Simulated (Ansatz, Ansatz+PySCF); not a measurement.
| atom | x (Å) | y (Å) | z (Å) |
| --- | --- | --- | --- |
| P | 0.0000 | 0.0000 | 0.0000 |
| F | 0.0000 | 0.0000 | 1.6695 |

Basis set: def2-SVP (spherical functions). Frozen core: 6 orbitals. Correlation on ROHF uses semicanonical orbitals with singles. Charge 0, multiplicity 3.

Computed with Ansatz (development build ahead of 0.2.0); each method stands on the lowest determinant of its kind that the runs found.

The atomization energy at this shape (free ground-state atoms in the same class of orbitals less the molecule, no zero-point energy) of triplet PF:

```
      method  atomization energy
ROHF-CCSD(T)        368.4 kJ/mol
    ROHF-MP2        391.0 kJ/mol
     UHF-MP2        388.6 kJ/mol
        ROHF        221.1 kJ/mol
```

**Question.** What does UHF give?

**Answer.** 227.3 kJ/mol.
